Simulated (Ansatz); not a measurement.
CH6AlNOS, SMILES `N[CH2][Al]([OH])[SH]`, relaxed with RKS PBE-D4/def2-SVP in Ansatz 0.2.0 from a rough embedded geometry. The force threshold is 0.03 eV/Å; the program also tests the step.

The species carries charge 0 and has multiplicity 1.

Start:

```xyz
11

N    -0.378    0.048    1.937
C    -0.491   -0.808    0.793
Al    0.452   -0.108   -0.849
O     0.440   -1.192   -2.425
S     1.550    1.837   -0.798
H    -0.730    1.043    1.626
H     0.669    0.211    2.119
H    -1.549   -0.974    0.521
H    -0.026   -1.805    1.091
H    -0.363   -0.804   -2.857
H     0.425    2.551   -1.158
```

| step | energy (eV) | largest force (eV/Å) | largest move (Å) |
| --- | --- | --- | --- |
| 1 | -22082.8420 | 3.048 | 0.000 |
| 2 | -22083.2556 | 1.779 | 0.182 |
| 3 | -22083.3570 | 2.738 | 0.195 |
| 4 | -22083.5306 | 0.828 | 0.200 |
| 5 | -22083.6355 | 0.446 | 0.200 |
| 6 | -22083.6740 | 0.274 | 0.200 |
| 7 | -22083.7030 | 0.485 | 0.199 |
| 8 | -22083.7381 | 0.515 | 0.196 |
| 9 | -22083.7808 | 0.316 | 0.200 |
| 10 | -22083.8069 | 0.180 | 0.200 |
| 11 | -22083.8324 | 0.191 | 0.200 |
| 12 | -22083.8348 | 0.183 | 0.027 |
| 13 | -22083.8402 | 0.123 | 0.160 |
| 14 | -22083.8411 | 0.069 | 0.066 |
| 15 | -22083.8417 | 0.035 | 0.025 |
| 16 | -22083.8421 | 0.025 | 0.032 |

End:

```xyz
11

N    -0.308    0.263    1.846
C    -0.471   -0.704    0.744
Al    0.171   -0.170   -1.063
O     0.068   -1.241   -2.404
S     1.019    1.865   -1.241
H    -0.790    1.146    1.639
H     0.682    0.505    1.985
H    -1.546   -0.984    0.672
H     0.028   -1.658    1.032
H     0.366   -1.048   -3.307
H     0.781    2.026    0.097
```

Hardware: 4 threads of an Arm Neoverse V1 on a shared host. Wall time 25 s, peak host memory 0.19 GiB.
